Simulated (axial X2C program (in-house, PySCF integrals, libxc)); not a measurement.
**Curves of CNdO from open-shell CI on f(δφ)2 f(π)0**

Computed with an axial X2C code built on PySCF integrals: two-component X2C with atomic mean-field Coulomb and Gaunt terms, basis C dyall-v3z, Nd dyall-v3z, O dyall-v3z (cores contracted in-house). Orbitals come from Hartree–Fock averaged over the configuration Nd f(δφ)2 f(π)0; CI then distributes these electrons over the f(δφ), f(π) shells of Nd.

Scan along the C–Nd bond with NdO moving as one mass, its bond held at 1.720 Å; masses C 12.000 u, Nd 141.908 u, O 15.995 u. Energies in cm⁻¹ from the lowest point; levels are followed by energy order within each Ω. Lowest level at 2.080 Å: 100% f(δφ)2.

```
R (Å)  (1)Ω=4  (1)Ω=5  (1)Ω=6  (1)Ω=0  (1)Ω=1
1.934    1507    3944    6319    6475    7988
2.007     352    2782    5137    5376    6868
2.080       0    2421    4761    5044    6535
2.163     343    2757    5085    5374    6884
2.246    1272    3684    6004    6265    7806
2.340    2802    5227    7548    7704    9311
2.454    5022    7499    9850    9740   11477
```

Problem. Fit the curves (1)Ω=4, (1)Ω=5, (1)Ω=6, (1)Ω=0, (1)Ω=1 near their minima.

Solution. From the open-shell CI curves, Te from the lowest:

```json
{"level": "(1)Ω=4", "Te (cm⁻¹)": "0", "Re (Å)": "2.082", "ωe (cm⁻¹)": "589.1"}
{"level": "(1)Ω=5", "Te (cm⁻¹)": "2421", "Re (Å)": "2.083", "ωe (cm⁻¹)": "589.4"}
{"level": "(1)Ω=6", "Te (cm⁻¹)": "4760", "Re (Å)": "2.084", "ωe (cm⁻¹)": "589.7"}
{"level": "(1)Ω=0", "Te (cm⁻¹)": "5043", "Re (Å)": "2.081", "ωe (cm⁻¹)": "577.3"}
{"level": "(1)Ω=1", "Te (cm⁻¹)": "6535", "Re (Å)": "2.080", "ωe (cm⁻¹)": "585.1"}
```

Without dynamic correlation distances can be off by several hundredths of an Å (long for ionic bonds, short for multiple bonds) and the wavenumbers are rough.

The 5 lowest curves are shown; the next is (2)Ω=1, from 12029 cm⁻¹.

There is no dynamic correlation: spin–orbit spacings and, for f shells, spacings inside one term are the most reliable numbers, splittings between terms come out too wide, and energies between configurations are not reliable, so the lowest level need not be the ground state of the molecule. At most 6 roots were kept for each Ω > 0 (twice that for Ω = 0) within 3.5 eV of the lowest, so higher up levels can be missing between those listed; levels with Ω > 0 are doubly degenerate and listed once, Ω = 0 levels singly. Some active spinors are only partly of the character that their shell is named for, so the shell names and counts are nominal. States that fill the shells left empty in the average are placed too high. The molecule was held linear; bending was not examined.
